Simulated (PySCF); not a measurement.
Molecule: C3H9ClSi, charge 0, multiplicity 1. 
Coordinates optimised at B3LYP-D3(BJ)/def2-TZVP (Ansatz):
```
Si
C 1 1.8663
H 2 1.0913 1 111.01
H 2 1.0913 3 108.07 1 -121.96
H 2 1.0932 3 108.13 4 -116.81
C 1 1.8663 2 111.48 3 57.24
H 6 1.0913 1 111.01 2 -177.46
H 6 1.0913 7 108.07 1 -121.96
H 6 1.0932 7 108.13 8 -116.81
C 1 1.8663 2 111.48 3 -177.46
H 10 1.0913 1 111.01 2 57.24
H 10 1.0913 11 108.07 1 -121.96
H 10 1.0932 11 108.13 12 -116.81
Cl 1 2.0920 2 107.37 3 -60.11
```

Dispersion corrections to the total energy (kcal/mol) from the dftd3 and dftd4 libraries through PySCF: D3(BJ) without and D4 with the three-body term, each with the damping fitted for the functional named.

```json
[
 {"functional": "BP86", "D3(BJ)": "-13.10", "D4": "-10.37"},
 {"functional": "B2PLYP", "D3(BJ)": "…", "D4": "-5.34"},
 {"functional": "r2SCAN", "D3(BJ)": "…", "D4": "-1.95"},
 {"functional": "HF", "D3(BJ)": "-55.77", "D4": "-25.02"},
 {"functional": "B2GP-PLYP", "D3(BJ)": "-5.78", "D4": "…"},
 {"functional": "CAM-B3LYP", "D3(BJ)": "-6.59", "D4": "-6.61"},
 {"functional": "BHLYP", "D3(BJ)": "-11.12", "D4": "-9.38"}
]
```

### Question
Complete the blanks.

### Answer

- B2PLYP, D3(BJ): -6.67
- r2SCAN, D3(BJ): -2.34
- B2GP-PLYP, D4: -3.28
